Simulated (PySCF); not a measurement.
Predicted microwave data (PySCF, PBE0-D3(BJ)/def2-SVP geometry optimisation, gas phase) for one isomer of C7H5 (doublet):

```
Rotational constants : A = 5602, B = 3358, C = 2129 MHz
Dipole components    : |μa| = 0.59 D, |μb| = 0.43 D, |μc| = 0.00 D
Inertial defect      : -3.39 u·Å²
κ                    : -0.29
```

Problem. Which candidate fits, each taken in the one conformer that was computed?
A. `[c]1cc2c(cc1)C2` [radical]
B. `[c]1cccc2c1C2` [radical]

Solution. A. It is [c]1ccc2c(c1)C2, an asymmetric top, point group Cs. The candidates at the same level (rigid rotor, commonest isotopes):

```
         SMILES  A (MHz)  B (MHz)  C (MHz)  μa (D)  μb (D)  μc (D)  Δ (u·Å²)  point group           rotor
  [c]1cccc2c1C2     6122     3163     2115    0.13    1.20    0.00     -3.40           Cs  asymmetric top
[c]1ccc2c(c1)C2     5602     3358     2129    0.59    0.43    0.00     -3.39           Cs  asymmetric top
```

`[c]1cccc2c1C2` has A 9 % too high. In the right answer the mirror of this Cs structure is the ab plane, so μc vanishes by symmetry. No structure here is proved a minimum.
